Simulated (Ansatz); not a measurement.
C₂H₉InSn (`C[CH]([InH2])[SnH3]`). Total charge 0; spin multiplicity 1. In, Sn: def2 effective core potential.

Z-matrix (Å, degrees):
```
Sn
C 1 2.156
In 1 3.515 2 35.6
H 1 1.712 2 109.2 3 164.2
H 1 1.717 2 110.1 3 45.5
H 1 1.709 2 111.2 3 -74.4
C 2 1.529 1 111.0 3 -126.7
H 2 1.095 1 103.8 3 113.9
H 3 1.727 1 103.9 2 -123.4
H 3 1.729 1 123.1 2 92.9
H 7 1.095 2 111.9 1 -174.9
H 7 1.096 2 112.4 1 -54.7
H 7 1.094 2 111.9 1 65.6
```

(1) List the harmonic frequencies (cm⁻¹, unscaled) at PBE0-D4/def2-TZVP in Ansatz. (Best estimate.)

(2) Is this a minimum?

(3) Give the ideal-gas thermochemistry at 298.15 K and 1 bar (rigid rotor, harmonic oscillator; point group C1, symmetry number 1).

(4) And at 400, 500, 600, 800 and 1000 K?

(5) Rotational constants (cm⁻¹)?

Results:

(1) The calculation gave: 42, 81, 100, 176, 201, 213, 345, 364, 429, 472, 551, 574, 619, 692, 722, 729, 931, 967, 1045, 1080, 1255, 1411, 1487, 1496, 1796, 1802, 1908, 1918, 1936, 3018, 3064, 3076, 3098.

(2) Yes, all 33 modes are real.

(3) Zero-point energy 224.9 kJ/mol; H(298) − E = 251.4 kJ/mol; entropy 410.4 J/(mol·K), of which translation 178.5, rotation 124.5, vibration 107.4; G(298) − E = 129.0 kJ/mol. Modes under 100 cm⁻¹ are hindered rotations or soft bends, so the harmonic entropy is rough.

(4) 
```
T (K)  H − E (kJ/mol)  S (J/mol/K)  G − E (kJ/mol)
  400           266.7        454.4            85.0
  500           284.0        492.9            37.6
  600           303.2        527.8           -13.5
  800           345.9        589.1          -125.4
 1000           393.2        641.7          -248.6
```

(5) 0.1305, 0.02204, 0.01945.
